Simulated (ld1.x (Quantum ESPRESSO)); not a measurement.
# Ranking TM potentials for F

All share these settings but for the change named:

- Element: fluorine
- Generator: ld1.x (Quantum ESPRESSO) 7.5
- Type: norm-conserving Troullier–Martins (Kleinman–Bylander form)
- Functional: PBE
- Relativity: scalar-relativistic
- Frozen core: [He]
- Valence charge: 7
- Reference configuration: 2s2 2p5
- Partial waves: 2s (bound): rc 0.70 bohr; 2p (bound): rc 1.35 bohr
- Local potential: all-electron potential smoothed inside 0.85 bohr (lloc = -1)
- Core correction: none

Cutoff: the first of the cutoffs (Ry, on a coarse ladder) from which the occupation-weighted sum of valence levels, in a spherical-Bessel basis at the reference potential, stays within 10 and 1 mRy of its value at 400 Ry; the density cutoff is not measured.

The base gives 120 Ry.

Of 7 variants that were run, those that failed, showed a ghost or another fault, or gave nearly equal values are left out.

A variant can come out equal or close to the base.

Rank these variants from softest to hardest (loose cutoff).
A. all radii scaled by about 0.75 (s 0.52, p 1.02 bohr); local potential all-electron potential smoothed inside 0.64 bohr (lloc = -1)
B. all radii scaled by about 1.38 (s 0.96, p 1.86 bohr); local potential all-electron potential smoothed inside 1.18 bohr (lloc = -1)
C. all radii scaled by about 1.11 (s 0.78, p 1.50 bohr); local potential all-electron potential smoothed inside 0.94 bohr (lloc = -1)
D. all radii scaled by about 1.32 (s 0.92, p 1.78 bohr); local potential all-electron potential smoothed inside 1.12 bohr (lloc = -1)
E. all radii scaled by about 0.84 (s 0.58, p 1.14 bohr); local potential all-electron potential smoothed inside 0.72 bohr (lloc = -1)

B (70 Ry), D (80 Ry), C (110 Ry), E (200 Ry), A (260 Ry).
